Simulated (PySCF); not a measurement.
Computed shifts of a molecule C3H10Si3, PBE/pcSseg-1 in PySCF, GIAO, gas phase, atoms alike by connectivity averaged where their shifts nearly agree, in ppm (number of nuclei): ¹³C: 149.1 (1), 116.5 (1), 30.7 (1). ²⁹Si: -52.9 (2), -107.7 (1). ¹H: 6.30 (1), 5.34 (1), 5.17 (1), 5.05 (2), 4.85 (2), 4.07 (2), 2.54 (1). References: ¹³C against TMS (σ = 182.0 ppm); ²⁹Si against TMS (σ = 335.4 ppm); ¹H against TMS (σ = 31.49 ppm), references at their B3LYP-D3(BJ)/def2-TZVP geometries, non-relativistic. Geometry optimised at B3LYP-D3(BJ)/def2-SVP. One conformer was computed; it need not be the lowest.

Q: Which structure fits?
A. [SiH3][Si@@H]1C=C[SiH2]C1
B. CC#C[SiH2][SiH2][SiH3]
C. [SiH3]C1=CC[SiH2][SiH2]1
D. C=CC1[SiH2][SiH2][SiH2]1

A: D, C=CC1[SiH2][SiH2][SiH2]1
